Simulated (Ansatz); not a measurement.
`C[Si](O)(O)Br` → CH₃OH + `O[Si]Br` at 400 K and 1 bar (silylene formation by 1,1-elimination).

Program: Ansatz. Geometries: PBE0-D4/def2-TZVP. ΔE: electronic, gas phase. CBS: MP2 limit from def2 TZ/QZ plus the TZ coupled-cluster correction, frozen cores. This one scheme is used for every species. For Br outer-core shells are correlated without core-valence functions, which leaves a few kJ/mol of doubt a bond. Scalar relativity is left out up to krypton. One conformer a species, not always the lowest.

| species | CCSD(T)/CBS energy (Eh) | H − E (kJ/mol) | S (J/(mol·K)) |
| --- | --- | --- | --- |
| `C[Si](O)(O)Br` | -3053.99021 | 212.3 | 405.1 |
| CH₃OH | -115.61712 | 151.2 | 252.6 |
| `O[Si]Br` | -2938.23569 | 59.0 | 308.9 |

H − E and S are ideal-gas, rigid-rotor, harmonic terms from PBE0-D4/def2-TZVP, for one conformer and one mirror image of each species. 1 Eh = 2625.50 kJ/mol, R = 8.31446 J/(mol·K).

By hand: ΔE, ΔH, ΔS and ΔG.

ΔE = (-115.61712) + (-2938.23569) − (-3053.99021) = 0.13740 Eh = 360.7 kJ/mol. Δ(H − E) = 151.2 + 59.0 − 212.3 = -2.1, so ΔH = 358.6 kJ/mol. ΔS = 252.6 + 308.9 − 405.1 = 156.4 J/(mol·K). ΔG = 358.6 − 400 × (156.4)/1000 = 296.0 kJ/mol.

By hand: the equilibrium constant, and the temperature at which ΔG would vanish if ΔH and ΔS stayed fixed.

log₁₀ K = −ΔG/(RT ln 10) = -38.7. ΔG = 0 at ΔH/ΔS = 2293 K.

The number of gas molecules changes by +1, which sets the sign of ΔS. A doubt of 5 kJ/mol in ΔE shifts log₁₀ K by 0.7 here. Other conformers and mirror images would add mixing entropy, several J/(mol·K) or more a flexible species. These are equilibria of isolated gas molecules and say nothing of rates. Largest T1 diagnostic: 0.012 (customary marks: 0.02 for closed shells, 0.045 for open ones).
